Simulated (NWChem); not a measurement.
System: CHF₂O₃S, doublet; SMILES F[C](F)S(=O)(O)=O

Input file for NWChem:

```
start job
memory heap 200 mb stack 900 mb global 1100 mb
geometry units angstroms noautosym nocenter noautoz
  O     -1.167089    -1.235653    -0.650979
  S      0.033613    -0.683032    -0.067215
  O      1.362351    -1.164988    -0.321389
  O     -0.164745    -0.653275     1.540137
  C      0.039291     1.069033    -0.473922
  F      1.091392     1.733135    -0.085444
  F     -1.077663     1.693669    -0.199453
  H     -1.105633    -0.803866     1.728069
end
basis spherical
  O library 6-31g*
  S library 6-31g*
  C library 6-31g*
  F library 6-31g*
  H library 6-31g*
end
dft
  odft
  mult 2
  xc hfexch
  iterations 150
  mulliken
end
task dft energy
esp
  recalculate
  probe 0.07
  range 0.3
  factor 1.0
  spacing 0.02
end
task esp
```

Excerpt of the output:

```
             Northwest Computational Chemistry Package (NWChem) 7.3.0
             --------------------------------------------------------

                             Geometry "geometry" -> ""
                             -------------------------

 Output coordinates in angstroms (scale by  1.889725989 to convert to a.u.)

  No.       Tag          Charge          X              Y              Z
 ---- ---------------- ---------- -------------- -------------- --------------
    1 O                    8.0000    -1.16708900    -1.23565300    -0.65097900
    2 S                   16.0000     0.03361300    -0.68303200    -0.06721500
    3 O                    8.0000     1.36235100    -1.16498800    -0.32138900
    4 O                    8.0000    -0.16474500    -0.65327500     1.54013700
    5 C                    6.0000     0.03929100     1.06903300    -0.47392200
    6 F                    9.0000     1.09139200     1.73313500    -0.08544400
    7 F                    9.0000    -1.07766300     1.69366900    -0.19945300
    8 H                    1.0000    -1.10563300    -0.80386600     1.72806900

 Effective nuclear repulsion energy (a.u.)     441.0946558000

  xc_inp: hfexch multiplicative factor not found.

                                 NWChem DFT Module
                                 -----------------

 Summary of "ao basis" -> "ao basis" (spherical)
 ------------------------------------------------------------------------------
       Tag                 Description            Shells   Functions and Types
 ---------------- ------------------------------  ------  ---------------------
 O                           6-31g*                  6       14   3s2p1d
 S                           6-31g*                  8       18   4s3p1d
 C                           6-31g*                  6       14   3s2p1d
 F                           6-31g*                  6       14   3s2p1d
 H                           6-31g*                  2        2   2s

            General Information
            -------------------
          SCF calculation type: DFT
          Wavefunction type:  spin polarized.
          No. of atoms     :     8
          No. of electrons :    65
           Alpha electrons :    33
            Beta electrons :    32
          Charge           :     0
          Spin multiplicity:     2
          Use of symmetry is: off; symmetry adaption is: off
          Maximum number of iterations: 150
          AO basis - number of functions:   104
                     number of shells:    46
          Convergence on energy requested:  1.00D-06
          Convergence on density requested:  1.00D-05
          Convergence on gradient requested:  5.00D-04

              XC Information
              --------------
                     Hartree-Fock (Exact) Exchange  1.000

      Superposition of Atomic Density Guess
      -------------------------------------

 Sum of atomic energies:        -858.62188838

      Non-variational initial energy
      ------------------------------

 Total energy =    -861.214090
 1-e energy   =   -2067.814021
 2-e energy   =     765.505275
 HOMO         =      -0.087378
 LUMO         =       0.118332

     ---------------------------------------------
      Total Density - Mulliken Population Analysis
     ---------------------------------------------

    Atom       Charge   Shell Charges
 -----------   ------   -------------------------------------------------------
    1 O    8     8.94   2.00  0.96  3.09  0.94  1.93  0.02
    2 S   16    13.86   2.00  2.00  5.97  1.04  2.03  0.04  0.38  0.39
    3 O    8     8.93   2.00  0.96  3.09  0.94  1.92  0.02
    4 O    8     8.88   2.00  0.93  3.01  0.93  1.99  0.02
    5 C    6     5.13   2.00  0.65  1.26  0.57  0.57  0.09
    6 F    9     9.40   2.00  0.94  3.38  1.00  2.08  0.01
    7 F    9     9.41   2.00  0.94  3.38  1.00  2.08  0.01
    8 H    1     0.46   0.35  0.11

     --------------------------------------------
      Spin Density - Mulliken Population Analysis
     --------------------------------------------

[...]

                     NWChem Electrostatic Potential Fit Module
                     -----------------------------------------

 Atom parameters

 Number of atoms is                                    8
 Number of basis functions is                        104

 Grid parameters

 Maximum number of grid points is                  35725
 Number of grid points is                          35724
 Grid range                                     0.300000 nm
 Grid spacing                                   0.020000 nm
 Probe radius                                   0.070000 nm
 Atom radius factor                             1.000000

 Atomic radii

    1    0.100000
    6    0.147000
    8    0.136000
    9    0.128000
   16    0.174000
 FASTESP  F
  using M.O. file = ./job.movecs

    Atom              Coordinates                           Charge

                                                  ESP

    1 O    -0.116709   -0.123565   -0.065098   -0.597418
    2 S     0.003361   -0.068303   -0.006722    1.271698
    3 O     0.136235   -0.116499   -0.032139   -0.549528
    4 O    -0.016475   -0.065328    0.154014   -0.571581
    5 C     0.003929    0.106903   -0.047392    0.260895
    6 F     0.109139    0.173314   -0.008544   -0.121265
    7 F    -0.107766    0.169367   -0.019945   -0.145942
    8 H    -0.110563   -0.080387    0.172807    0.453141
                                            ------------
                                               -0.000000

 Dipole moment                                  1.117569

 Quadrupole moment Qxx                         -6.837163
                   Qyy                         -0.504590
                   Qzz                          7.341753

 RMS deviation kJ/mol                           0.058596

 RRMS %                                        17.032452
```

Level: UHF/6-31G* (spherical d). The geometry was optimised at PBE0/def2-SVP, spin-unrestricted. Not confirmed as a minimum by frequencies. No stability test was run on the SCF state.
